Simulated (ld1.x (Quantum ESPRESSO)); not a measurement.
## Before and after: TM potential for Fe (Z = 26)

- Element: Fe
- Generator: ld1.x (Quantum ESPRESSO) 7.5
- Type: norm-conserving Troullier–Martins (Kleinman–Bylander form)
- Functional: PW91
- Relativity: fully relativistic
- Frozen core: [Ar]
- Valence charge: 8
- Reference configuration: 3d6 4s1.75 4p0.25
- Partial waves: 4s (bound): rc 2.05 bohr; 4p (bound): rc 2.90 bohr; 3d (bound): rc 1.15 bohr
- Local potential: the d channel
- Core correction: none

Open shells are filled in proportion to 2j + 1 (rel_dist='average').

Change: local potential the p channel.

Cutoffs: the cutoffs (Ry, on a coarse ladder) from which the occupation-weighted sum of valence levels, in a spherical-Bessel basis at the reference potential, stays within 10 and 1 mRy of its value at 400 Ry; they do not see the model core or the augmentation charge, which bear on the density cutoff. Errors are all-electron minus pseudo energies relative to the spin-unpolarised reference configuration.

**Question.** Predict the effect on cutoff, ghosts and configuration errors.

**Answer.** The potential gets neither clearly harder nor softer (160 Ry and 230 Ry → 160 Ry and 230 Ry); the bound ghosts move from p, s to s; of the 7 tests that both files solve, the error grows in 5 and shrinks in 0 by more than 15 % and 0.3 meV (median size 46.0 → 93.9 meV). In the separable form a ghost depends on how the local part lies against the semilocal potential of the channel, so the choice of the local part can create or remove one.

| quantity | base | changed |
| --- | --- | --- |
| cutoff, loose | 160 Ry | 160 Ry |
| cutoff, tight | 230 Ry | 230 Ry |
| bound ghosts | s, p3/2, p1/2 | s |
| largest miss of a reference level, eV | 0.09 | 0.03 |
| error for 3d6 4s2 4p0, meV [ΔE -1.00 eV] | +0.1 | -0.1 |
| error for 3d6 4s1 4p0, meV [ΔE 7.79 eV] | +1.2 | -9.2 |
| error for 3d6 4s0 4p0, meV [ΔE 24.04 eV] | +46 | +40 |
| error for 3d7 4s0 4p0, meV [ΔE 5.66 eV] | -174 | -390 |
| error for 3d5 4s0 4p0, meV [ΔE 58.37 eV] | +142 | -276 |
| error for 3d5 4s2 4p1, meV [ΔE 7.78 eV] | -180 | -599 |
| error for 3d6.5 4s1.5 4p0, meV [ΔE -1.74 eV] | -26 | -94 |
| s: phases at 3.15 bohr within 0.05 rad from the reference energy up to (Ry; the scan ends near 5) | 1.2 | 1.3 |
| p1/2: phases at 3.15 bohr within 0.05 rad from the reference energy up to (Ry; the scan ends near 5) | 2.1 | 2.3 |
| p3/2: phases at 3.15 bohr within 0.05 rad from the reference energy up to (Ry; the scan ends near 5) | 2.1 | 2.2 |
| d3/2: phases at 3.15 bohr within 0.05 rad from the reference energy up to (Ry; the scan ends near 5) | n/a | 0.3 |
| d5/2: phases at 3.15 bohr within 0.05 rad from the reference energy up to (Ry; the scan ends near 5) | n/a | 0.3 |

 A true bound ghost makes a file unfit for plane-wave use even where its test errors are small: the radial tests pick states by their node count and pass the ghost by.
